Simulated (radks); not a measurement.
The numbers below are computed, except where a source is named.
Numerical settings for the indium ion In2+, [Kr] 4d10 5s1. Code: a radial shooting solver on a logarithmic mesh with Libxc functionals. Model: Dirac Kohn-Sham, BLYP, spin-unpolarised, spherical densities, finite nucleus; Fermi nuclear charge, rms radius 4.6156 fm. The defaults (mesh step 0.008 in ln r, mesh end at 40 bohr or more with all orbitals vanishing there, Anderson mixing 0.5 over 9 steps, residual threshold near 1e-9 with the energy settled to 1e-9 hartree or 1e-11 of itself, here a cap of 70 iterations) give E = -5882.7800 hartree and 5s1/2 at -23.815 eV in 14 iterations. Run on one thread of a shared host, so times are rough (Arm Neoverse V1): 0.12 s of CPU time, 0.12 s wall, 14 iterations on 2254 mesh points. Changes against that run (0 stands for a change within the tolerance of the run):

setting                    iterations         converged  E (mhartree)  e(5s1/2) (meV)  CPU (s)
mesh step in ln r 0.005            17               yes             0               0      0.2
mesh step in ln r 0.05             14               yes       +0.0399        +0.00737     0.03
mesh step in ln r 0.12              4                no      diverged               -     0.01
mesh end (bohr) 1                  15  level above zero     +1.76e+05       +1.04e+06     0.14
mesh end (bohr) 400                14               yes             0               0     0.12
residual threshold 0.01             9               yes             0           -1.07     0.09
residual threshold 1e-05           12               yes             0         +0.0175     0.11
mixing 2.5                         21               yes             0               0     0.16
linear mixing, mixing 0.2          70                no             0               0     0.42
linear mixing, mixing 1            23                no      diverged               -     0.51
mixing history 2                   25               yes             0               0     0.17
iteration cap 3                     3                no         +26.8       -2.07e+03     0.03

Settled on a wrong energy, with an occupied level pushed above zero by the early mesh end: mesh end (bohr) 1 (+176 hartree). Apart from these: no run marked as converged misses the energy by more than 1 mhartree. A mesh that ends early acts as a hard wall.
